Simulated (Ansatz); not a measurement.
`OC1C[SiH2]1` → 2 C• + 6 H• + O• + Si•  (atomization)

Computed with Ansatz on PBE0-D4/def2-TZVP structures; ΔE is electronic, products minus reactants. CBS: MP2 limit from def2 TZ/QZ plus the TZ coupled-cluster correction, frozen cores. This one scheme is used for every species, atoms too. DFT in def2-TZVPP. B3LYP here is the variant with VWN-RPA as its local correlation; programs differ in this. HSE06 is defined as in plane-wave codes. Open shells (•) are unrestricted, without spin–orbit coupling. Spin–orbit coupling would lower the free atoms: a little for C, O, Si. One conformer a species, not always the lowest.

```csv
level,ΔE (eV),difference from CCSD(T)/CBS
LDA (SPW92),42.92,5.62
r2SCAN-D4,37.41,0.11
B97M-V,37.38,0.08
B3LYP-D4,37.21,-0.09
HSE06-D4,37.39,0.09
CAM-B3LYP-D4,37.40,0.10
B2PLYP,36.82,-0.48
PBE,37.85,0.55
r2SCAN,37.37,0.07
PBE0,37.22,-0.08
r2SCANh,37.13,-0.17
BHLYP,35.88,-1.42
SCS-MP2/def2-TZVPP,36.68,-0.62
HF/def2-QZVPP,26.72,-10.58
MP2/CBS(def2),37.83,0.53
CCSD/CBS(def2),36.74,-0.56
CCSD(T)/CBS,37.30,0
```

Largest T1 diagnostic among the species: 0.012.

From r2SCAN to r2SCAN0 (25 % exact exchange), in def2-TZVPP and without D4, ΔE moves by −0.57 eV: exact exchange takes away binding that semilocal exchange gives to molecules. Leaving LDA and LC-ωPBE aside and taking each functional with its dispersion term where it has one, the values, not all of them listed here, spread over 1.93 eV, from BHLYP-D4 to PBE-D4. LDA lies +5.08 eV from PBE without D4, its usual overbinding. The D4 term adds +0.29 eV with B3LYP and +0.15 eV with PBE0; it sums over pairs of atoms, weighted by their polarisabilities, and B3LYP, whose exchange is more repulsive, gets the larger term.

For atomizations the MP2-based limit and the directly extrapolated one differ by several kJ/mol either way, and by 10 to 25 for some Ge, Se and Sn compounds, so smaller differences from it don't rank the levels.
